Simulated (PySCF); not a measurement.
Field gradients from PBE0/pcSseg-1 densities (PySCF, non-relativistic) at GFN2-xTB geometries, isolated species, one conformer each; χzz is the principal value of largest magnitude, with Q(14N) = 0.02044 b, Q(17O) = −0.0256 b, Q(35Cl) = −0.0817 b. GFN2-xTB bond lengths can be off by several hundredths of an ångström, more for odd bonds, and the gradients follow them. The small basis limits the accuracy of the gradients.

Task: These 14N couplings (χzz in MHz, η) are listed in rising order: (-5.195, 0.41); (-4.909, 0.10); (-4.704, 0.68); (-4.433, 0.85); (-3.965, 0.43); (-2.640, 0.67). Assign them to: the C=N nitrogen of `F[C@H]1C[C@@H](/C=N/[SiH3])C1`; N4 (ring nitrogen) in `[CH3:1][CH2:2][n:3]1[n:4][n+:5]([CH3:6])[c:7]([SiH3:8])[c:9]1[F:10]`; N5 (silicon-bound nitrogen) in `[F:1][CH2:2][C@@H:3]1[CH2:4][NH:5][Si@@H:6]([F:7])[NH:8]1`; N3 (silicon-bound nitrogen) in `[NH2:1][Si:2]1([NH2:3])[CH2:4][CH2:5][C@@H:6]1[C:7](=[O:8])[O-:9]`; N5 (pyrrole-type nitrogen) in `[CH3:1][C:2](=[O:3])[c:4]1[nH:5][n:6][cH:7][p:8]1`; the nitrile nitrogen of `CO/C(C#N)=C\C(F)(F)F`.

Result: -5.195 MHz, η 0.41: N5 (silicon-bound nitrogen) in `[F:1][CH2:2][C@@H:3]1[CH2:4][NH:5][Si@@H:6]([F:7])[NH:8]1`; -4.909 MHz, η 0.10: the nitrile nitrogen of `CO/C(C#N)=C\C(F)(F)F`; -4.704 MHz, η 0.68: the C=N nitrogen of `F[C@H]1C[C@@H](/C=N/[SiH3])C1`; -4.433 MHz, η 0.85: N4 (ring nitrogen) in `[CH3:1][CH2:2][n:3]1[n:4][n+:5]([CH3:6])[c:7]([SiH3:8])[c:9]1[F:10]`; -3.965 MHz, η 0.43: N3 (silicon-bound nitrogen) in `[NH2:1][Si:2]1([NH2:3])[CH2:4][CH2:5][C@@H:6]1[C:7](=[O:8])[O-:9]`; -2.640 MHz, η 0.67: N5 (pyrrole-type nitrogen) in `[CH3:1][C:2](=[O:3])[c:4]1[nH:5][n:6][cH:7][p:8]1`.

Task: Rank these 17O sites by the size of the quadrupole coupling, smallest first.
A. The siloxane oxygen of `C[SiH2]O[Si@@H](N)[SiH2][SiH3]`
B. The ketone oxygen of `[H]/N=C\C(=C)C(=O)C(F)(F)F`
C. The silanol oxygen of `O[Si@H]1C=C[Si@@H](CCl)C=C1`
D. The ether oxygen of `CO/C(C#N)=C\C(F)(F)F`
E. O8 (carboxylate oxygen) in `[NH2:1][Si:2]1([NH2:3])[CH2:4][CH2:5][C@@H:6]1[C:7](=[O:8])[O-:9]`
F. The carbonyl oxygen of `C=CC[Si@@H]1C(=O)[SiH2][C@@H]1Cl`

Result: A (6.394 MHz), E (8.177 MHz), C (8.733 MHz), D (11.54 MHz), B (12.09 MHz), F (12.66 MHz).

Task: These 35Cl couplings (χzz in MHz, η) are listed in rising order: (-78.79, 0.03); (-73.03, 0.10); (-41.47, 0.02); (-38.84, 0.03). Assign them to: Cl5 (silicon-bound chlorine) in `[N:1]#[C:2][CH2:3][Si@H:4]([Cl:5])[CH2:6][C:7]([Cl:8])([Cl:9])[Cl:10]`; the vinyl chlorine of `ClC1=C/C=C\C=C/C=C\1`; the alkyl chlorine of `C=CC[Si@@H]1C(=O)[SiH2][C@H]1Cl`; the silicon-bound chlorine of `C=C(C)C[Si@@H](Cl)CCC`.

Result: -78.79 MHz, η 0.03: the alkyl chlorine of `C=CC[Si@@H]1C(=O)[SiH2][C@H]1Cl`; -73.03 MHz, η 0.10: the vinyl chlorine of `ClC1=C/C=C\C=C/C=C\1`; -41.47 MHz, η 0.02: Cl5 (silicon-bound chlorine) in `[N:1]#[C:2][CH2:3][Si@H:4]([Cl:5])[CH2:6][C:7]([Cl:8])([Cl:9])[Cl:10]`; -38.84 MHz, η 0.03: the silicon-bound chlorine of `C=C(C)C[Si@@H](Cl)CCC`.

All sites together:

```tsv
nucleus	site	Vzz (au)	η	χzz (MHz)
14N	the C=N nitrogen of F[C@H]1C[C@@H](/C=N/[SiH3])C1	-0.979	0.68	-4.704
14N	N4 (ring nitrogen) in [CH3:1][CH2:2][n:3]1[n:4][n+:5]([CH3:6])[c:7]([SiH3:8])[c:9]1[F:10]	-0.923	0.85	-4.433
14N	N5 (silicon-bound nitrogen) in [F:1][CH2:2][C@@H:3]1[CH2:4][NH:5][Si@@H:6]([F:7])[NH:8]1	-1.082	0.41	-5.195
14N	N3 (silicon-bound nitrogen) in [NH2:1][Si:2]1([NH2:3])[CH2:4][CH2:5][C@@H:6]1[C:7](=[O:8])[O-:9]	-0.826	0.43	-3.965
14N	N5 (pyrrole-type nitrogen) in [CH3:1][C:2](=[O:3])[c:4]1[nH:5][n:6][cH:7][p:8]1	-0.550	0.67	-2.640
14N	the nitrile nitrogen of CO/C(C#N)=C\C(F)(F)F	-1.022	0.10	-4.909
17O	O8 (carboxylate oxygen) in [NH2:1][Si:2]1([NH2:3])[CH2:4][CH2:5][C@@H:6]1[C:7](=[O:8])[O-:9]	-1.359	0.46	8.177
17O	the ether oxygen of CO/C(C#N)=C\C(F)(F)F	1.918	0.64	-11.54
17O	the silanol oxygen of O[Si@H]1C=C[Si@@H](CCl)C=C1	1.452	0.49	-8.733
17O	the siloxane oxygen of C[SiH2]O[Si@@H](N)[SiH2][SiH3]	1.063	0.11	-6.394
17O	the carbonyl oxygen of C=CC[Si@@H]1C(=O)[SiH2][C@@H]1Cl	-2.104	0.73	12.66
17O	the ketone oxygen of [H]/N=C\C(=C)C(=O)C(F)(F)F	-2.010	0.54	12.09
35Cl	Cl5 (silicon-bound chlorine) in [N:1]#[C:2][CH2:3][Si@H:4]([Cl:5])[CH2:6][C:7]([Cl:8])([Cl:9])[Cl:10]	2.160	0.02	-41.47
35Cl	the vinyl chlorine of ClC1=C/C=C\C=C/C=C\1	3.804	0.10	-73.03
35Cl	the alkyl chlorine of C=CC[Si@@H]1C(=O)[SiH2][C@H]1Cl	4.105	0.03	-78.79
35Cl	the silicon-bound chlorine of C=C(C)C[Si@@H](Cl)CCC	2.023	0.03	-38.84
```
